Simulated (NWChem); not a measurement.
System: YBrF2; SMILES [F][Y]([F])[Br]

Input file for NWChem:

```
start job
memory heap 200 mb stack 900 mb global 1100 mb
geometry units angstroms noautoz
  Y      0.309688    -0.583922     0.000000
  F      0.538194    -1.589114     1.689962
  F      0.538194    -1.589114    -1.689962
  Br    -0.267414     1.977506     0.000000
end
basis spherical
  * library def2-svp
end
ecp
  Y library def2-ecp
end
dft
  xc xpbe96 cpbe96
  iterations 150
  vectors input atomic output neutral.movecs
end
task dft energy
charge 1
dft
  odft
  mult 2
  vectors input atomic output cation.movecs
end
task dft energy
```

Excerpt of the output:

```
             Northwest Computational Chemistry Package (NWChem) 7.3.0
             --------------------------------------------------------

 C2V symmetry detected

                             Geometry "geometry" -> ""
                             -------------------------

 Output coordinates in angstroms (scale by  1.889725989 to convert to a.u.)

  No.       Tag          Charge          X              Y              Z
 ---- ---------------- ---------- -------------- -------------- --------------
    1 Y                   39.0000     0.00000000     0.00000000     0.79719757
    2 F                    9.0000     0.00000000     1.68996200     1.82803373
    3 F                    9.0000     0.00000000    -1.68996200     1.82803373
    4 Br                  35.0000     0.00000000     0.00000000    -1.82843749

 Effective nuclear repulsion energy (a.u.)     558.2115478854

      Symmetry information
      --------------------

 Group name             C2v
 Group number             16
 Group order               4
 No. of unique centers     3

 Summary of "ao basis" -> "ao basis" (spherical)
 ------------------------------------------------------------------------------
       Tag                 Description            Shells   Functions and Types
 ---------------- ------------------------------  ------  ---------------------
 Y                          def2-svp                11       31   5s3p2d1f
 F                          def2-svp                 6       14   3s2p1d
 Br                         def2-svp                12       32   5s4p3d

      Symmetry analysis of basis
      --------------------------

        a1         39
        a2         10
        b1         18
        b2         24

            General Information
            -------------------
          SCF calculation type: DFT
          Wavefunction type:  closed shell.
          No. of atoms     :     4
          No. of electrons :    64
           Alpha electrons :    32
            Beta electrons :    32
          Charge           :     0
          Spin multiplicity:     1
          Use of symmetry is: on ; symmetry adaption is: on
          Maximum number of iterations: 150
          AO basis - number of functions:    91
                     number of shells:    35
          Convergence on energy requested:  1.00D-06
          Convergence on density requested:  1.00D-05
          Convergence on gradient requested:  5.00D-04

              XC Information
              --------------
          PerdewBurkeErnzerhof Exchange Functional  1.000
            Perdew 1991 LDA Correlation Functional  1.000 local
           PerdewBurkeErnz. Correlation Functional  1.000 non-local

             Grid Information
             ----------------
          Grid used for XC integration:  medium
          Radial quadrature: Mura-Knowles
          Angular quadrature: Lebedev.
          Tag              B.-S. Rad. Rad. Pts. Rad. Cut. Ang. Pts.
          ---              ---------- --------- --------- ---------
          Y                   1.80      123          10.0       590
          F                   0.50       49          10.0       434
          Br                  1.15      112          11.0       590
          Grid pruning is: on
          Number of quadrature shells:   284
          Spatial weights used:  Erf1

      Superposition of Atomic Density Guess
      -------------------------------------

 Sum of atomic energies:       -2814.32830672

      Non-variational initial energy
      ------------------------------

 Total energy =   -2808.324319
 1-e energy   =   -4372.236288
 2-e energy   =    1337.942831
 HOMO         =      -0.419462
 LUMO         =      -0.098851

      Symmetry analysis of molecular orbitals - initial
      -------------------------------------------------

  Numbering of irreducible representations:

     1 a1          2 a2          3 b1          4 b2

  Orbital symmetries:

     1 a1          2 a1          3 a1          4 b2          5 b1
     6 a1          7 b2          8 a1          9 a1         10 b2
    11 b1         12 a1         13 b2         14 b1         15 a1
    16 a2         17 a1         18 b2         19 a1         20 a1
    21 b1         22 b2         23 a1         24 a1         25 a2
    26 b2         27 b1         28 a1         29 b2         30 a1
    31 b1         32 b2         33 a1         34 b1         35 a1
    36 b2         37 b1         38 a2         39 a1         40 a1
    41 b2         42 a1

   convergence    iter        energy       DeltaE   RMS-Dens  Diis-err
 ---------------- ----- ----------------- --------- --------- ---------
 d= 0,ls=0.0,diis     1  -2811.1591270604 -3.04D+03  5.31D-02  1.75D+00
 d= 0,ls=0.0,diis     2  -2803.4108779099  7.75D+00  4.49D-02  7.12D+01
 d= 0,ls=0.0,diis     3  -2811.3501427637 -7.94D+00  6.87D-03  3.89D-01
 d= 0,ls=0.0,diis     4  -2811.3753477005 -2.52D-02  3.07D-03  1.20D-01
 d= 0,ls=0.0,diis     5  -2811.3886981827 -1.34D-02  7.73D-04  4.81D-03
  Resetting Diis
 d= 0,ls=0.0,diis     6  -2811.3893409755 -6.43D-04  2.26D-04  4.13D-04
 d= 0,ls=0.0,diis     7  -2811.3893905343 -4.96D-05  1.32D-04  2.62D-05
 d= 0,ls=0.0,diis     8  -2811.3893842746  6.26D-06  8.33D-05  6.66D-05
 d= 0,ls=0.0,diis     9  -2811.3893952034 -1.09D-05  1.04D-05  2.41D-06
 d= 0,ls=0.0,diis    10  -2811.3893953544 -1.51D-07  3.52D-06  3.03D-07

         Total DFT energy =    -2811.389395354353
      One electron energy =    -4376.718431855350
           Coulomb energy =     1456.225283567155
    Exchange-Corr. energy =     -116.865384889958
 Nuclear repulsion energy =      225.969137823801

 Numeric. integr. density =       63.999991307452

                  Occupations of the irreducible representations
                  ----------------------------------------------

                     irrep           alpha         beta
                     --------     --------     --------
                     a1               15.0         15.0
                     a2                2.0          2.0
                     b1                6.0          6.0
                     b2                9.0          9.0

                       DFT Final Molecular Orbital Analysis
                       ------------------------------------

 Vector   30  Occ=2.000000D+00  E=-2.811558D-01  Symmetry=a1
              MO Center= -6.6D-16, -1.9D-15, -1.4D+00, r^2= 2.7D+00
   Bfn.  Coefficient  Atom+Function         Bfn.  Coefficient  Atom+Function
  ----- ------------  ---------------      ----- ------------  ---------------
    76      0.525068  4 Br pz                73      0.485415  4 Br pz
    70     -0.326585  4 Br pz                 8      0.228909  1 Y  pz
    17      0.168964  1 Y  d  0               4      0.157722  1 Y  s
     2     -0.123670  1 Y  s                 36     -0.121144  2 F  py
    50      0.121144  3 F  py                63     -0.110020  4 Br s

 Vector   31  Occ=2.000000D+00  E=-2.622195D-01  Symmetry=b1
              MO Center=  2.2D-13, -3.6D-15, -1.6D+00, r^2= 1.9D+00
   Bfn.  Coefficient  Atom+Function         Bfn.  Coefficient  Atom+Function
  ----- ------------  ---------------      ----- ------------  ---------------
    74      0.561554  4 Br px                71      0.503428  4 Br px
    68     -0.337315  4 Br px                18      0.141631  1 Y  d  1
    65      0.109797  4 Br px                 6     -0.082864  1 Y  px
    12      0.071464  1 Y  px                23      0.056006  1 Y  d  1
     9      0.045428  1 Y  px                35     -0.034413  2 F  px

 Vector   32  Occ=2.000000D+00  E=-2.553930D-01  Symmetry=b2
              MO Center=  2.3D-16, -2.2D-15, -1.7D+00, r^2= 1.9D+00
   Bfn.  Coefficient  Atom+Function         Bfn.  Coefficient  Atom+Function
  ----- ------------  ---------------      ----- ------------  ---------------
    75      0.570952  4 Br py                72      0.511768  4 Br py
    69     -0.342234  4 Br py                66      0.111375  4 Br py
     7     -0.104340  1 Y  py                36      0.071909  2 F  py
    50      0.071909  3 F  py                16     -0.063247  1 Y  d -1
    21     -0.062019  1 Y  d -1              39     -0.049377  2 F  py

 Vector   33  Occ=0.000000D+00  E=-1.223530D-01  Symmetry=a1
              MO Center= -7.8D-15,  1.4D-15,  7.9D-01, r^2= 3.8D+00
   Bfn.  Coefficient  Atom+Function         Bfn.  Coefficient  Atom+Function
  ----- ------------  ---------------      ----- ------------  ---------------
     4      0.557914  1 Y  s                 19      0.489464  1 Y  d  2
    17     -0.351987  1 Y  d  0               2     -0.333265  1 Y  s
     5      0.310640  1 Y  s                  3     -0.234825  1 Y  s
     1      0.187118  1 Y  s                 24      0.164374  1 Y  d  2
    63     -0.079645  4 Br s                 22     -0.070960  1 Y  d  0

 Vector   34  Occ=0.000000D+00  E=-7.167607D-02  Symmetry=b1
              MO Center= -4.6D-15, -4.9D-15,  5.3D-01, r^2= 2.7D+00
   Bfn.  Coefficient  Atom+Function         Bfn.  Coefficient  Atom+Function
  ----- ------------  ---------------      ----- ------------  ---------------
    18      0.886689  1 Y  d  1              74     -0.269051  4 Br px
    23      0.202710  1 Y  d  1              71     -0.174639  4 Br px
    68      0.114182  4 Br px                35     -0.107195  2 F  px
    49     -0.107195  3 F  px                38      0.092976  2 F  px
    52      0.092976  3 F  px                12      0.072685  1 Y  px

 Vector   35  Occ=0.000000D+00  E=-5.461101D-02  Symmetry=a2
              MO Center= -5.9D-16, -2.5D-15,  8.3D-01, r^2= 2.2D+00
   Bfn.  Coefficient  Atom+Function         Bfn.  Coefficient  Atom+Function
  ----- ------------  ---------------      ----- ------------  ---------------
    15      0.898747  1 Y  d -2              20      0.197309  1 Y  d -2
    35      0.190102  2 F  px                49     -0.190102  3 F  px
    38     -0.163427  2 F  px                52      0.163427  3 F  px
    26     -0.027113  1 Y  f -2

[...]
```

Level: PBE/def2-SVP with def2 effective core potentials on Y, vertical spin-unrestricted ions. All runs use the structure optimised with PBE0/def2-SVP. Not confirmed as a minimum by frequencies. def2 effective core potentials on Y; no spin-orbit coupling.
